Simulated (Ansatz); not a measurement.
Reaction (isomerisation): `COCBF` → `BOC(C)F`

Computed with Ansatz on PBE0-D4/def2-TZVP structures; ΔE is electronic, products minus reactants. CBS: MP2 limit from def2 TZ/QZ plus the TZ coupled-cluster correction, frozen cores. Functionals use def2-TZVPP. B3LYP here is the variant with VWN-RPA as its local correlation; programs differ in this. Each species was taken in one conformer, which may not be the lowest.

`COCBF`:

Cartesian coordinates in Å:
```
C -0.895 1.127 -0.605
O -1.078 -0.223 -0.286
C -0.116 -0.684 0.636
B 1.320 -0.910 0.049
F 2.269 -1.337 0.869
H -1.010 1.768 0.282
H 0.098 1.317 -1.039
H -1.654 1.399 -1.339
H -0.078 -0.040 1.532
H -0.470 -1.658 1.005
H 1.614 -0.759 -1.104
```

`BOC(C)F`:

Cartesian coordinates in Å:
```
B 1.871 0.750 -0.171
O 0.747 0.403 0.487
C -0.464 0.220 -0.185
C -1.208 -0.945 0.397
F -1.200 1.365 -0.013
H 2.852 0.920 0.489
H 1.855 0.859 -1.367
H -0.280 0.120 -1.261
H -2.177 -1.047 -0.092
H -1.357 -0.784 1.465
H -0.637 -1.862 0.251
```

```csv
level,ΔE (kJ/mol)
PBE-D4,-15.3
B3LYP-D4,-16.3
ωB97X-V,-19.1
PBE,-15.3
r2SCAN,-18.7
PBE0,-16.2
HF/def2-TZVPP,-20.5
MP2/def2-TZVPP,-17.8
```

Task: What does CCSD(T)/CBS give? (Estimate.)

Result: Computed: -18.5 kJ/mol. The listed levels differ from it by 3.2, 2.2, -0.6, 3.2, -0.2, 2.3, -2.0, 0.7 kJ/mol.

Largest T1 diagnostic among the species: 0.013.
